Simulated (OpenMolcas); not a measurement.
Co4+, Rh4+, Ir4+: d⁵ down the group

```
Program             : OpenMolcas
Method              : SS-CASPT2, IPEA 0.25 Eh, imaginary shift 0.1 Eh
Basis               : ANO-R2
Scalar Hamiltonian  : X2C, finite nucleus
Spin-orbit coupling : RASSI with atomic mean-field integrals over the reference wave functions, term energies averaged over their components
```

Active space for each ion: 5 electrons in 5 orbitals (d); closed shells correlated by CASPT2: Co4+ 3s 3p; Rh4+ 4s 4p; Ir4+ 5s 5p.

Computed levels in cm-1 above ⁶S_5/2:

| Level | Co4+ | Rh4+ | Ir4+ |
| --- | --- | --- | --- |
| ⁴G_7/2 | 38670 | 26940 | 23880 |
| ⁴G_11/2 | 38690 | 27070 | 25290 |
| ⁴G_9/2 | 38700 | 27160 | 26230 |
| ⁴P_1/2 | 42760 | 30680 | 27950 |
| ⁴D_7/2 | 46210 | 31960 | 31110 |
| ⁴D_1/2 | 46360 | 33170 | 35550 |
| ²I_11/2 | 56580 | 39550 | 37090 |
| ²I_13/2 | 56700 | 40290 | 40710 |
| ²F_7/2(1) | 62170 | 46010 | 51890 |
| weight of ⁶S in the lowest level (%) | 100 | 99 | 85 |

Mixed levels, with the weight of the term that names them: Rh4+ ⁴P_1/2 (68 %), Rh4+ ⁴D_1/2 (68 %), Rh4+ ²F_7/2(1) (67 %), Ir4+ ⁴G_7/2 (64 %), Ir4+ ⁴P_1/2 (59 %), Ir4+ ⁴D_7/2 (66 %), Ir4+ ⁴D_1/2 (65 %), Ir4+ ²I_11/2 (74 %), Ir4+ ²F_7/2(1) (63 %).

Measured, with the error of the calculation in %. Measured levels: Co4+ from Sugar and Corliss, J. Phys. Chem. Ref. Data 10, 1097 (1981).

```json
{"Level": "⁴G_11/2", "Co4+": "37218 (+3.9)"}
{"Level": "⁴P_1/2", "Co4+": "41024 (+4.2)"}
{"Level": "⁴D_7/2", "Co4+": "44709 (+3.4)"}
{"Level": "⁴D_1/2", "Co4+": "44908 (+3.2)"}
{"Level": "²F_7/2(1)", "Co4+": "59455 (+4.6)"}
```

Without spin-orbit coupling ⁴G lies 38680, 27010, 24760 cm-1 above ⁶S in that order; the difference to the level ⁴G_7/2, of either sign, comes from spin-orbit coupling, which also lowers the zero.

CASPT2 does not keep the components of a term degenerate, so their means are used; among the terms shown or strongly mixed into the levels shown the widest spread is 240 cm-1 (4d⁵ ⁴F, Rh4+). Measured partners are found by configuration, term and J. A level has none where our copy of the source lacks it or the pairing is in doubt (some pairs that miss far off the trend of their configuration count as doubtful), and it then counts in no deviation. Levels of configurations outside the active space are missing.

A number in round brackets counts repeated terms of one configuration in the order of the reference energies.
